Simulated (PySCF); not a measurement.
Compound: MnO3Br (singlet state).
Geometry (PBE0-D3(BJ)/def2-SVP, Å), atoms numbered from 1 in this order:
```xyz
5
BrMnO3 angstrom
Mn     0.0760    0.1441    0.0767
O     -0.0353   -0.0371    1.5955
O      1.5370    0.1644   -0.3880
O     -0.6870    1.3859   -0.4020
Br    -0.8906   -1.6573   -0.8821
```

Theory: PBE0-D3(BJ)/def2-SVP geometry optimisation, gas phase in PySCF 2.14.0.

**Question.** Which atoms are bound to Mn1, and at what distances?

**Answer.** 4 atoms: O3 1.533 Å, O2 1.534 Å, O4 1.534 Å, Br5 2.258 Å.

**Question.** List the angles at Mn1.

**Answer.** 
```
     angle  degrees  distance of the outer atoms (Å)
 O2–Mn1–O3    111.8                             2.54
 O3–Mn1–O4    111.6                             2.54
 O2–Mn1–O4    111.6                             2.54
O4–Mn1–Br5    107.5                             3.09
O2–Mn1–Br5    107.2                             3.08
O3–Mn1–Br5    106.8                             3.08
```

**Question.** What is the shape at Mn1?

**Answer.** Tetrahedral: angles from 106.8° to 111.8°; τ4 = (360° − α − β)/141° = 0.97 with α and β the two widest (0 for a square, 1 for a tetrahedron).

**Question.** What are the rotational constants (commonest isotopes, rigid rotor)?

**Answer.** A = 4905, B = 1536, C = 1536 MHz: a prolate symmetric top.

Point group: C3v (every atom within 0.08 Å of its image). Charge 0, singlet. Not checked by PBE0-D3(BJ)/def2-SVP frequencies.
